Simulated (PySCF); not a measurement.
# Al⁺: ionisation energy

Al⁺ [Ne] 3s2 (1S) → Al²⁺ [Ne] 3s1 (2S), as a difference of total energies. Calculation: PySCF 2.14, in dyall-acv3z; no relativity, point nucleus. Correlated levels: valence: [Ne] frozen; valence and next inner shell: 1s2 frozen; virtual orbitals above 40 to 60 times the deepest correlated orbital energy dropped. The calculations carry no spin-orbit coupling.

```json
{"method": "UHF", "ionisation energy (eV)": "17.520"}
{"method": "LDA", "ionisation energy (eV)": "18.892"}
{"method": "PBE", "ionisation energy (eV)": "18.758"}
{"method": "PBE0", "ionisation energy (eV)": "18.652"}
{"method": "r2SCAN", "ionisation energy (eV)": "18.381"}
{"method": "TPSSh", "ionisation energy (eV)": "18.602"}
{"method": "B97-3", "ionisation energy (eV)": "18.858"}
{"method": "r2SCAN0", "ionisation energy (eV)": "18.408"}
{"method": "MP2 (valence)", "ionisation energy (eV)": "18.305"}
{"method": "SCS-MP2 (valence)", "ionisation energy (eV)": "18.462"}
{"method": "MP2 (valence and next inner shell)", "ionisation energy (eV)": "18.534"}
{"method": "SCS-MP2 (valence and next inner shell)", "ionisation energy (eV)": "18.642"}
```

Problem. How much does correlation contribute at MP2 (valence and next inner shell)?

Solution. 18.534 − (17.520) = 1.014 eV, measured against UHF.

Errors of the correlated levels include the incompleteness of this basis and the frozen core.

MP2 underrates the near-degeneracy of ns² with np² in the lower species.

For comparison: 18.829 eV (measured; NIST Atomic Spectra Database, ionization energies).
